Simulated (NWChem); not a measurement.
# CH3IMg; SMILES [I][Mg][CH3]

```xyz
6

Mg    -0.0647    -1.5055     0.0000
I      0.3049     1.0440     0.0001
C     -0.3622    -3.5656    -0.0001
H     -0.8982    -3.8971    -0.9051
H     -0.9562    -3.8888     0.8712
H      0.5955    -4.1115     0.0337
```
Atoms are numbered in this order, from 1.

Level: PBE0/def2-SVP with def2 effective core potentials on I (NWChem), optimised geometry, unscaled harmonic frequencies. def2 effective core potentials on I; no spin-orbit coupling.

**Question.** List the harmonic frequencies with IR intensities, and the thermochemistry.

**Answer.** 
```json
[
 {"frequency (cm⁻¹)": "110", "IR intensity (km/mol)": "19.4"},
 {"frequency (cm⁻¹)": "110", "IR intensity (km/mol)": "19.4"},
 {"frequency (cm⁻¹)": "254", "IR intensity (km/mol)": "14.1"},
 {"frequency (cm⁻¹)": "589", "IR intensity (km/mol)": "69.1"},
 {"frequency (cm⁻¹)": "592", "IR intensity (km/mol)": "76.9"},
 {"frequency (cm⁻¹)": "592", "IR intensity (km/mol)": "76.9"},
 {"frequency (cm⁻¹)": "1144", "IR intensity (km/mol)": "1.1"},
 {"frequency (cm⁻¹)": "1421", "IR intensity (km/mol)": "0.0"},
 {"frequency (cm⁻¹)": "1422", "IR intensity (km/mol)": "0.0"},
 {"frequency (cm⁻¹)": "3043", "IR intensity (km/mol)": "13.3"},
 {"frequency (cm⁻¹)": "3147", "IR intensity (km/mol)": "5.0"},
 {"frequency (cm⁻¹)": "3147", "IR intensity (km/mol)": "5.0"}
]
```

```yaml
zero_point_energy: 22.2 kcal/mol
thermal correction to the enthalpy at 298.15 K (with zero-point energy): 26.1 kcal/mol
heat capacity Cv: 15.2 cal/(mol K)
entropy at 298.15 K and 1 atm (symmetry number 3): 73.3 cal/(mol K)
```

Rigid rotor and harmonic oscillator.
